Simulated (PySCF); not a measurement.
**4-isopropylaniline, C₉H₁₃N**

Geometry:
```csv
atom,x (Å),y (Å),z (Å)
C1,-2.557,1.017,-0.335
C2,-1.830,-0.269,0.059
C3,-2.396,-0.851,1.355
C4,-0.332,-0.065,0.139
C5,0.542,-0.745,-0.714
C6,1.920,-0.565,-0.652
C7,2.487,0.315,0.281
N8,3.851,0.539,0.319
C9,1.616,1.002,1.144
C10,0.242,0.811,1.069
H11,-2.429,1.796,0.434
H12,-2.167,1.419,-1.282
H13,-3.638,0.841,-0.453
H14,-2.006,-1.009,-0.741
H15,-3.475,-1.050,1.260
H16,-1.894,-1.792,1.621
H17,-2.261,-0.152,2.196
H18,0.131,-1.440,-1.453
H19,2.571,-1.113,-1.340
H20,4.218,0.907,1.187
H21,4.432,-0.188,-0.077
H22,2.028,1.698,1.880
H23,-0.400,1.365,1.760
```

Computed, not measured: PySCF 2.14.0, TDDFT CAM-B3LYP/def2-SVPD excited states, vertical, gas phase. Geometry: PBE0-D3(BJ)/def2-SVP.

Task: Give the one- and two-photon strengths of the lowest singlets.

Result: δ for parallel linear polarisation; σ at the peak of a Lorentzian of half width 0.1 eV, single beam; Ω is circular over linear.
```csv
state,E (eV),f,photon λ (nm),δ (au),σ (GM),Ω,main
S1,4.77,0.036,519,7.68,0.06,1.37,HOMO→LUMO 0.89
S2,5.45,0.068,455,16.9,0.18,1.35,"HOMO→LUMO+1 0.81, HOMO→LUMO+3 0.10"
S3,5.64,0.150,440,67.3,0.78,0.73,"HOMO→LUMO+2 0.55, HOMO→LUMO+3 0.32"
S4,6.21,0.000,400,47.2,0.67,1.36,"HOMO→LUMO+3 0.39, HOMO→LUMO+2 0.28"
S5,6.30,0.001,394,2.29,0.03,1.36,"HOMO→LUMO+4 0.78, HOMO→LUMO+7 0.11"
S6,6.75,0.679,367,35.7,0.60,0.39,HOMO−1→LUMO 0.74
```

Among these, the strongest one-photon state is S6, the strongest two-photon state S3, with a dipole change of 0.9 D (relaxed, norm of the difference vector).
